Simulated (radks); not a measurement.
Method: Dirac Kohn-Sham, PBEsol, spin-unpolarised, spherical densities, point nucleus; open shells fill j = l - 1/2 first; computed with a radial shooting solver on a logarithmic mesh with Libxc functionals. Each species is in its NIST ground configuration. Rank Pt2+, Re2+, Ta2+, Au2+, W2+, Lu2+, Os2+, Hg2+, Ir2+, Hf2+ by mean radius of the outermost orbital (bohr), largest first.

Answer. Lu2+ 3.05, Hf2+ 2.08, Ta2+ 1.96, W2+ 1.85, Re2+ 1.81, Os2+ 1.73, Ir2+ 1.65, Pt2+ 1.58, Au2+ 1.52, Hg2+ 1.46.
